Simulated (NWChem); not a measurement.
System: C4H7F; SMILES FC1CCC1

Input file for NWChem:

```
start job
memory heap 200 mb stack 900 mb global 1100 mb
geometry units angstroms noautosym nocenter noautoz
  F      0.008142     1.840424     0.000000
  C      0.470026     0.538531     0.000000
  C     -0.077090    -0.409512    -1.083117
  C     -0.086984    -1.521998     0.000000
  C     -0.077090    -0.409512     1.083117
  H      1.583236     0.569114     0.000000
  H      0.512139    -0.556828    -2.009661
  H     -1.107676    -0.099825    -1.350780
  H      0.854054    -2.107739     0.000000
  H     -0.937398    -2.230708     0.000000
  H     -1.107676    -0.099825     1.350780
  H      0.512139    -0.556828     2.009661
end
basis spherical
  F library 6-31+g*
  C library 6-31+g*
  H library 6-31+g*
end
dft
  xc xpbe96 cpbe96
  iterations 150
end
property
  response 1 0.0
end
task dft property
```

NWChem printed, in part:

```
             Northwest Computational Chemistry Package (NWChem) 7.3.0
             --------------------------------------------------------

                             Geometry "geometry" -> ""
                             -------------------------

 Output coordinates in angstroms (scale by  1.889725989 to convert to a.u.)

  No.       Tag          Charge          X              Y              Z
 ---- ---------------- ---------- -------------- -------------- --------------
    1 F                    9.0000     0.00814200     1.84042400     0.00000000
    2 C                    6.0000     0.47002600     0.53853100     0.00000000
    3 C                    6.0000    -0.07709000    -0.40951200    -1.08311700
    4 C                    6.0000    -0.08698400    -1.52199800     0.00000000
    5 C                    6.0000    -0.07709000    -0.40951200     1.08311700
    6 H                    1.0000     1.58323600     0.56911400     0.00000000
    7 H                    1.0000     0.51213900    -0.55682800    -2.00966100
    8 H                    1.0000    -1.10767600    -0.09982500    -1.35078000
    9 H                    1.0000     0.85405400    -2.10773900     0.00000000
   10 H                    1.0000    -0.93739800    -2.23070800     0.00000000
   11 H                    1.0000    -1.10767600    -0.09982500     1.35078000
   12 H                    1.0000     0.51213900    -0.55682800     2.00966100

 Effective nuclear repulsion energy (a.u.)     182.1514067081

  pbe96 is a nonlocal functional; adding pw91lda local functional.
                              NWChem Property Module
                              ----------------------

                                 NWChem DFT Module
                                 -----------------

 Summary of "ao basis" -> "ao basis" (spherical)
 ------------------------------------------------------------------------------
       Tag                 Description            Shells   Functions and Types
 ---------------- ------------------------------  ------  ---------------------
 F                          6-31+g*                  8       18   4s3p1d
 C                          6-31+g*                  8       18   4s3p1d
 H                          6-31+g*                  2        2   2s

            General Information
            -------------------
          SCF calculation type: DFT
          Wavefunction type:  closed shell.
          No. of atoms     :    12
          No. of electrons :    40
           Alpha electrons :    20
            Beta electrons :    20
          Charge           :     0
          Spin multiplicity:     1
          Use of symmetry is: off; symmetry adaption is: off
          Maximum number of iterations: 150
          AO basis - number of functions:   104
                     number of shells:    54
          Convergence on energy requested:  1.00D-06
          Convergence on density requested:  1.00D-05
          Convergence on gradient requested:  5.00D-04

              XC Information
              --------------
          PerdewBurkeErnzerhof Exchange Functional  1.000
            Perdew 1991 LDA Correlation Functional  1.000 local
           PerdewBurkeErnz. Correlation Functional  1.000 non-local

             Grid Information
             ----------------
          Grid used for XC integration:  medium
          Radial quadrature: Mura-Knowles
          Angular quadrature: Lebedev.
          Tag              B.-S. Rad. Rad. Pts. Rad. Cut. Ang. Pts.
          ---              ---------- --------- --------- ---------
          F                   0.50       49          12.0       434
          C                   0.70       49          11.0       434
          H                   0.35       45          11.0       434
          Grid pruning is: on
          Number of quadrature shells:   560
          Spatial weights used:  Erf1

      Superposition of Atomic Density Guess
      -------------------------------------

 Sum of atomic energies:        -253.51985009

      Non-variational initial energy
      ------------------------------

 Total energy =    -256.562420
 1-e energy   =    -705.665270
 2-e energy   =     266.951443
 HOMO         =      -0.345039
 LUMO         =       0.053799

   convergence    iter        energy       DeltaE   RMS-Dens  Diis-err
 ---------------- ----- ----------------- --------- --------- ---------
 d= 0,ls=0.0,diis     1   -256.0740035313 -4.38D+02  1.44D-02  6.88D-01
 d= 0,ls=0.0,diis     2   -256.0132314330  6.08D-02  8.43D-03  1.53D+00
 d= 0,ls=0.0,diis     3   -256.1406769736 -1.27D-01  2.47D-03  8.43D-02
 d= 0,ls=0.0,diis     4   -256.1463867355 -5.71D-03  9.77D-04  9.87D-03
 d= 0,ls=0.0,diis     5   -256.1474118194 -1.03D-03  2.74D-04  6.28D-04
  Resetting Diis
 d= 0,ls=0.0,diis     6   -256.1474956590 -8.38D-05  7.38D-05  5.05D-06
 d= 0,ls=0.0,diis     7   -256.1474962493 -5.90D-07  2.37D-05  6.87D-07
 d= 0,ls=0.0,diis     8   -256.1474961259  1.23D-07  1.07D-05  1.93D-06
 d= 0,ls=0.0,diis     9   -256.1474963306 -2.05D-07  1.05D-06  1.13D-08

         Total DFT energy =     -256.147496330617
      One electron energy =     -709.913996947790
           Coulomb energy =      306.038091204427
    Exchange-Corr. energy =      -34.422997295305
 Nuclear repulsion energy =      182.151406708051

 Numeric. integr. density =       39.999991256072

                       DFT Final Molecular Orbital Analysis
                       ------------------------------------

 Vector   18  Occ=2.000000D+00  E=-3.000031D-01
              MO Center= -3.7D-02, -5.3D-01, -7.8D-09, r^2= 2.8D+00
   Bfn.  Coefficient  Atom+Function         Bfn.  Coefficient  Atom+Function
  ----- ------------  ---------------      ----- ------------  ---------------
    59      0.385654   4 C  pz                5      0.257475   1 F  pz
    40      0.231017   3 C  py               76     -0.231017   5 C  py
    63      0.194188   4 C  pz               41     -0.186501   3 C  pz
    77     -0.186501   5 C  pz                9      0.163886   1 F  pz
    44      0.114838   3 C  py               80     -0.114838   5 C  py

 Vector   19  Occ=2.000000D+00  E=-2.683470D-01
              MO Center=  1.3D-01,  4.1D-01, -3.4D-09, r^2= 2.7D+00
   Bfn.  Coefficient  Atom+Function         Bfn.  Coefficient  Atom+Function
  ----- ------------  ---------------      ----- ------------  ---------------
     5      0.382294   1 F  pz               23     -0.317271   2 C  pz
    41      0.257487   3 C  pz               77      0.257487   5 C  pz
     9      0.250635   1 F  pz               46      0.150530   3 C  s
    82     -0.150531   5 C  s                45      0.149216   3 C  pz
    81      0.149216   5 C  pz               42      0.147818   3 C  s

 Vector   20  Occ=2.000000D+00  E=-2.637817D-01
              MO Center=  1.6D-01,  2.3D-01,  2.4D-09, r^2= 3.1D+00
   Bfn.  Coefficient  Atom+Function         Bfn.  Coefficient  Atom+Function
  ----- ------------  ---------------      ----- ------------  ---------------
     3      0.324748   1 F  px               21     -0.266049   2 C  px
    92     -0.213868   6 H  s                 7      0.211891   1 F  px
    58     -0.198007   4 C  py               91     -0.190780   6 H  s
    40      0.183098   3 C  py               76      0.183099   5 C  py
     4      0.170605   1 F  py               22     -0.147564   2 C  py

 Vector   21  Occ=0.000000D+00  E=-1.948545D-03
              MO Center=  9.8D-01, -1.4D+00, -7.9D-07, r^2= 8.9D+00
   Bfn.  Coefficient  Atom+Function         Bfn.  Coefficient  Atom+Function
  ----- ------------  ---------------      ----- ------------  ---------------
    64     -4.102277   4 C  s                46      4.021257   3 C  s
    82      4.021256   5 C  s                28     -2.486010   2 C  s
    66     -1.459097   4 C  py               29      1.015960   2 C  px
    49      0.646372   3 C  pz               85     -0.646372   5 C  pz
    60     -0.602409   4 C  s                30      0.375245   2 C  py

 Vector   22  Occ=0.000000D+00  E= 6.553849D-04
              MO Center= -1.6D-01, -4.8D-01,  1.8D-07, r^2= 1.1D+01
   Bfn.  Coefficient  Atom+Function         Bfn.  Coefficient  Atom+Function
  ----- ------------  ---------------      ----- ------------  ---------------
    28      8.168890   2 C  s                46     -4.356677   3 C  s
    82     -4.356686   5 C  s                30     -2.204985   2 C  py
    29     -1.133920   2 C  px               49     -0.982837   3 C  pz
    85      0.982840   5 C  pz               64      0.709687   4 C  s
    47     -0.639150   3 C  px               83     -0.639150   5 C  px

 Vector   23  Occ=0.000000D+00  E= 1.422937D-02
              MO Center=  2.2D-02, -8.3D-01,  1.1D-05, r^2= 1.3D+01
   Bfn.  Coefficient  Atom+Function         Bfn.  Coefficient  Atom+Function
  ----- ------------  ---------------      ----- ------------  ---------------
    46      4.956873   3 C  s                82     -4.956947   5 C  s
    49      1.793438   3 C  pz               85      1.793458   5 C  pz
    67      1.157445   4 C  pz               31      1.100423   2 C  pz
    42      0.496910   3 C  s                78     -0.496912   5 C  s
    47      0.180718   3 C  px               83     -0.180725   5 C  px

     Multipole analysis of the density
     ---------------------------------

[...]

 DFT Linear Response polarizability / au
 Frequency  =       0.0000000 / au
              X              Y              Z
 -----------------------------------------------
 X      43.8954000      0.1837184     -0.0000003
 Y       0.1836999     49.8316170      0.0000001
 Z      -0.0000003      0.0000001     49.3397720
 -----------------------------------------------
 Eigenvalues =      43.8897195     49.8372974     49.3397720
 Isotropic   =      47.6889297
 Anisotropic =       5.7150803
 -----------------------------------------------

 Magnetic Dipole Response Matrix (nonzero elements):

 Exiting AOResponse driver routine
```

Level: PBE/6-31+G* (spherical d). Coordinates come from a PBE-D3(BJ)/def2-SVP optimisation.
